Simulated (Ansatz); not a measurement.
Coupled-cluster diagnostics for the cluster Al₂P₂⁺, Ansatz.

Geometry of the doublet (B3LYP-D4/def2-TZVP):

Cartesian coordinates in Å:
```
Al -1.260 0.988 1.509
Al 1.259 -0.988 -1.508
P -0.647 0.348 -0.768
P 0.648 -0.348 0.768
```

Correlated methods freeze 20 core orbitals. In CCSD on the charge 1 doublet the largest single amplitude is 0.21, so its Hartree–Fock determinant may place the open shell otherwise than the density functionals do. The structure comes from a short search, and lower isomers may exist.

Geometry of the charge 1 quartet (B3LYP-D4/def2-TZVP):

```xyz
4

Al    0.095    2.066    1.105
Al    0.727   -1.859   -0.117
P    -1.268   -0.644   -0.121
P     0.446    0.438   -0.868
```

(1) Estimate the CCSD(T) correlation energy, the shares of MP2 and (T), T1 and the reference's ⟨S²⟩ for: charge 1, doublet, own geometry in def2-TZVPP; charge 1, quartet, own geometry in def2-TZVPP; and the rough time on 4 threads of Arm Neoverse V1 on a shared host.

## Answers

(1) 
```
                          state       basis  correlation (eV)  MP2 share (%)  (T) share (%)     T1  ⟨S²⟩ (pure)  wall time                                          remarks
charge 1, doublet, own geometry  def2-TZVPP           -12.169           84.3            7.7  0.062  1.19 (0.75)       33 s  large T1 (0.062), spin-contaminated (⟨S²⟩ 1.19)
charge 1, quartet, own geometry  def2-TZVPP           -11.240           83.9            6.7  0.038  3.92 (3.75)       33 s                    spin-contaminated (⟨S²⟩ 3.92)
```
Customary marks for T1 are 0.02 (closed shells), 0.045 (open shells) and about 0.05 (3d metals). T1 exceeds 0.02 in 2 of 2 rows and 0.045 in 1; the higher it lies, the less the single-reference result can be trusted.
